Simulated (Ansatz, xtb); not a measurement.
## Relative energy of two isomers of H6NSi3+

We compare X, `[Si]=[N+]([SiH3])[SiH3]`, a singlet, with Y, `[NH+]1=[SiH][SiH2][SiH2]1`, a singlet. Both are isolated ions in the gas phase, relaxed with B3LYP/6-31G*.

X (Å):

```yaml
atoms:
  - { symbol: N, position_ang: [-1.6672, -0.8729, 0.2051] }
  - { symbol: Si, position_ang: [-2.2719, -0.1602, 1.5664] }
  - { symbol: Si, position_ang: [-2.6275, -2.1714, -0.6849] }
  - { symbol: Si, position_ang: [-0.0162, -0.3882, -0.4581] }
  - { symbol: H, position_ang: [-1.7982, -3.3905, -0.6555] }
  - { symbol: H, position_ang: [-3.8739, -2.3107, 0.1034] }
  - { symbol: H, position_ang: [-2.8700, -1.6478, -2.0421] }
  - { symbol: H, position_ang: [0.4649, 0.6520, 0.4804] }
  - { symbol: H, position_ang: [-0.2548, 0.1383, -1.8148] }
  - { symbol: H, position_ang: [0.8140, -1.6067, -0.4288] }
```

Y (Å):

```xyz
10

N    -2.2388   -0.2438    0.1665
Si   -1.6349   -0.0186   -1.3830
Si   -1.5560   -1.8166    0.8024
Si   -0.4150   -2.0429   -1.2726
H    -2.0481    1.2013   -2.1187
H    -2.8715    0.3644    0.6870
H    -2.6450   -2.7825    1.0529
H    -0.7081   -1.5648    1.9853
H    -0.9055   -3.0250   -2.2633
H     1.0427   -1.7997   -1.3255
```

Energies in hartree; the thermal terms are from B3LYP/6-31G* harmonic frequencies (ideal gas, rigid rotor, one conformer each, 298.15 K, 1 atm) and include the zero-point energy:

|  | X | Y |
| --- | --- | --- |
| E, CCSD(T)/def2-SVP | −924.714174 | −924.706588 |
| E, MP2/def2-SVP | −924.639811 | −924.633818 |
| E, MP2/def2-TZVPP | −925.120853 | −925.117861 |
| zero-point energy | 0.057445 | 0.060405 |
| H(298 K) − E | 0.065737 | 0.067615 |
| G(298 K) − E | 0.025929 | 0.030758 |

Correct the CCSD(T) difference for the basis set by the MP2 change, then work out ΔE, ΔE₀, ΔH and ΔG for X → Y in kJ/mol (1 Eh = 2625.50 kJ/mol) and the equilibrium ratio [Y]/[X].

1. Differences Y − X: CCSD(T) +0.007586, MP2 in the small set +0.005993, MP2 in the large set +0.002992 Eh.
2. ΔE = +0.007586 + (+0.002992 − (+0.005993)) = +0.004585 Eh = +12.04 kJ/mol.
3. ΔE₀ = ΔE + ΔZPE = +0.004585 + (+0.002960) Eh = +19.81 kJ/mol.
4. ΔH = ΔE + (+0.001878) Eh = +16.97 kJ/mol.
5. ΔG = ΔE + (+0.004829) Eh = +24.72 kJ/mol, so ΔS = (ΔH − ΔG)/T = −26.0 J/(mol K).
6. kT = 0.9442 mEh, so K = [Y]/[X] = exp(−ΔG/kT) = exp(−9.97) ≈ 4.7 × 10^−5.

Structure X is favoured at this temperature. An error of 4 kJ/mol in ΔG would change K by a factor of 5. B3LYP/6-31G* found them nearly level. r2SCAN-D4/def2-SVP gave ΔE the other sign. Mirror images and further conformers aren't counted.

As drawn, Y has 2 Si–Si, 1 N–H in place of 1 N–Si, 1 Si–H. Structure X has no ring, Y a 4-membered ring.

Other levels gave ΔE = +78.6 (GFN2-xTB); +60.8 (HF/STO-3G, GFN2-xTB geometries); −14.0 (r2SCAN-D4/def2-SVP, GFN2-xTB geometries); −0.3 (B3LYP/6-31G*); +30.8 (HF/def2-SVP); +15.7 (MP2/def2-SVP); +19.9 (CCSD(T)/def2-SVP) kJ/mol. The correlated steps freeze 16 core orbitals. Programs: Ansatz 0.2.0, xtb 6.7.1.
